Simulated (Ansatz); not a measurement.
Species: C6H13, charge 0, multiplicity 2. It need not be the lowest isomer of its formula. 
Structure (B3LYP-D3(BJ)/def2-TZVP (Ansatz, an electronic-structure program) minimum search):
SMILES: C[CH]C(C)CC
```xyz
19

C      2.5564     0.0413    -0.6473
C      1.1355     0.4573    -0.7676
C      0.0567    -0.1806     0.0438
C      0.1705     0.2202     1.5298
C     -1.3305     0.1387    -0.5319
C     -2.4844    -0.6072     0.1324
H      3.0499     0.4860     0.2310
H      3.1423     0.3430    -1.5177
H      2.6472    -1.0436    -0.5332
H      0.9056     1.3796    -1.2904
H      0.1987    -1.2704    -0.0023
H      1.1666     0.0020     1.9171
H     -0.5497    -0.3202     2.1461
H     -0.0111     1.2910     1.6505
H     -1.3184    -0.0961    -1.5999
H     -1.4990     1.2188    -0.4582
H     -2.3241    -1.6879     0.0975
H     -2.6059    -0.3239     1.1789
H     -3.4276    -0.3963    -0.3747
```
Charge 0, spin multiplicity 2.

Parts of the frozen-core correlation energy in cc-pwCVTZ (Ansatz, hartree). Frozen orbitals: 6; correlated occupied orbitals by spin: 19 and 18; virtual: 415 and 416. Open shells are spin-unrestricted. Spin-orbit coupling is left out. No relativistic terms.

```json
[
 {"term": "reference (HF)", "value": "-234.82109"},
 {"term": "MP2 opposite-spin", "value": "___"},
 {"term": "MP2 same-spin", "value": "-0.23035"},
 {"term": "CCSD correlation", "value": "___"},
 {"term": "(T)", "value": "___"},
 {"term": "T1 diagnostic", "value": "0.010"},
 {"term": "largest doubles amplitude", "value": "0.010"},
 {"term": "<S^2> of the reference", "value": "0.764"}
]
```

Problem. Fill in the missing entries.

Solution. 
- MP2 opposite-spin, value: -0.81322
- CCSD correlation, value: -1.11299
- (T), value: -0.04405
